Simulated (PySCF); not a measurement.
Gas-phase reaction: 3 SnH2Cl2 → 2 SnCl3 + SnH4 + H2

Method: PySCF energies plus ideal-gas RRHO corrections (1 bar). † marks an energy on the PBE0/def2-TZVP geometry and frequencies; other levels use their own. Open shells (unrestricted): SnCl3 (multiplicity 2); the rest are closed-shell singlets. Sn: scalar-relativistic def2 core potential, no spin-orbit coupling. SnH2Cl2, SnCl3: computed as isolated molecules; such fragments, hydroxides, amides, oligomers or adducts are transient or little studied in the gas.

ωB97X-V/def2-TZVP† gives ΔH°(298 K) = 179 kJ.

What do PBE/def2-SVP, HF/def2-TZVP†, PBE0/def2-SVP† give?

PBE/def2-SVP: 110 kJ; HF/def2-TZVP†: 142 kJ; PBE0/def2-SVP†: 146 kJ. For scale, ΔH°(298 K) is 179 kJ at this level, 161 kJ at ωB97M-V/def2-TZVP†, and runs from -62 to 179 kJ over the 17 levels computed.
